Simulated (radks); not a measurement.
Values are calculated unless marked as measured or tabulated.
Q: These are the eigenvalues of the occupied orbitals of an atom or ion with whole-number occupations (eV). Level of theory: scalar-relativistic Kohn-Sham, BLYP, spin-polarised, spherical densities, finite nucleus; Fermi nuclear charge, rms radius of each element as measured or else 0.836 A^(1/3) + 0.57 fm (a radial shooting solver on a logarithmic mesh with Libxc functionals).

orbital  eigenvalue
1s up     -33020.04
1s down   -33019.95
2s up     -5129.214
2s down   -5129.173
2p up     -4607.610
2p down   -4607.537
3s up     -1060.758
3s down   -1060.681
3p up     -891.7248
3p down   -891.6376
3d up     -638.3904
3d down   -638.3071
4s up     -212.5448
4s down   -212.3596
4p up     -159.5160
4p down   -159.3223
4d up      -82.1748
4d down    -81.8755
5s up      -47.0675
5s down    -45.4852
5p up      -34.9165

Which element is it, and in what charge state? The configuration may be excited. Open shells, if any, are filled with parallel spins first.

A: Z = 53, iodine, charge +3: I3+ in [Kr] 4d10 5s2 5p2. The list shows which subshells hold electrons but not how many an open one holds; the 1s level, -1213.5 hartree, gives Z - s = 49.3 by -(Z - s)^2/2, which with screening and relativity narrows Z to a few neighbours, and the depths of the outer levels then fix element, charge and occupations together.
